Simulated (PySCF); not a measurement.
## Electron correlation in Ar (argon, neutral)

[Ar], closed-shell 1S. All numbers are calculated (PySCF 2.14, the spin-free X2C one-electron Hamiltonian (Gaussian nucleus), in ANO-RCC-VTZP (5s4p2d1f, 34 functions)). Frozen: [Ne]; 8 electrons correlated.

MP2 pair energies summed by pair of shells (mhartree):

| pair | energy | share (%) |
| --- | --- | --- |
| 3p-3p | -153.70 | 73.2 |
| 3s-3p | -47.40 | 22.6 |
| 3s-3s | -8.87 | 4.2 |

Total MP2 correlation energy: -209.98 mhartree.

Same-spin part -53.19 and opposite-spin part -156.79 mhartree; SCS-MP2 scales them by 1/3 and 6/5 to -205.88 mhartree.
